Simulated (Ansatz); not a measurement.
Ansatz (a program for electronic structure) input (RPA@PBE/def2-QZVPP):
A basis named .json is the Basis Set Exchange file of that set.

Ansatz 0.2 input:
```yaml
crystal:
  periodic: [false, false, false]
  atoms:
    - {symbol: C, position_ang: [-0.20671028, -1.58925741, -1.43798998]}
    - {symbol: Sn, position_ang: [-0.00444507, -0.01861151, -0.01659747]}
    - {symbol: C, position_ang: [-0.11606819, 1.88667118, -1.03839432]}
    - {symbol: C, position_ang: [-1.59352463, -0.19814449, 1.43865176]}
    - {symbol: C, position_ang: [1.91749135, -0.16668301, 0.97442141]}
    - {symbol: H, position_ang: [-0.85016092, -2.44698375, -1.27279999]}
    - {symbol: H, position_ang: [0.33067939, -1.60112227, -2.38049335]}
    - {symbol: H, position_ang: [0.02582821, 2.69964723, -0.32663704]}
    - {symbol: H, position_ang: [-1.08823563, 1.99964930, -1.51655760]}
    - {symbol: H, position_ang: [0.66057232, 1.94661294, -1.80039607]}
    - {symbol: H, position_ang: [-2.56251704, -0.10497208, 0.94933744]}
    - {symbol: H, position_ang: [-1.54023401, -1.16826030, 1.93217387]}
    - {symbol: H, position_ang: [-1.50299122, 0.58391698, 2.19207086]}
    - {symbol: H, position_ang: [1.99249504, -1.11505385, 1.50492000]}
    - {symbol: H, position_ang: [2.72048104, -0.10818807, 0.24046744]}
    - {symbol: H, position_ang: [2.02920713, 0.64981180, 1.68765435]}
basis:
  gaussian:
    orbitals: def2-QZVPP.json
hamiltonian:
  xc: pbe
magnetization: {spin_polarized: true, initial_magnetization: 1}
correlation: {method: rpa, electrons: outside_noble_gas}
```

End of the output:

```
integrals: 7.03 GiB planned
3789 factors; integrals over basis functions are off by at most 1.0e-3 eV
0.69 GiB of the device are held for the grids
9.24 GiB of device memory are held for the factors and their scratch space
mean field: 9.70 GiB planned
mean field evaluation 1: about -10121.9243 eV, gradient 8.3e1 eV
mean field evaluation 2: about -10121.9142 eV, gradient 8.3e1 eV
mean field evaluation 4: about -10152.3886 eV, gradient 1.1e1 eV
mean field evaluation 8: about -10152.9334 eV, gradient 3.8e-1 eV
mean field evaluation 16: about -10152.9340 eV, gradient 6.3e-4 eV
mean field evaluation 32: about -10118.8685 eV, gradient 7.6e1 eV
mean field -10152.93401999 eV, -373.1134433288 hartree, gradient 7.1e-6 eV, S^2 0.754328; 0 other end points of the search recorded, 0 dependent functions left out
13 core orbitals not correlated
reference -10100.48818106 eV, -371.1860942973 hartree; 16, 15 occupied and 611, 612 virtual orbitals, 3789 factors
Total energy: -10141.13809308 eV, -372.6799510105 hartree
```

It need not be the lowest isomer of its formula.
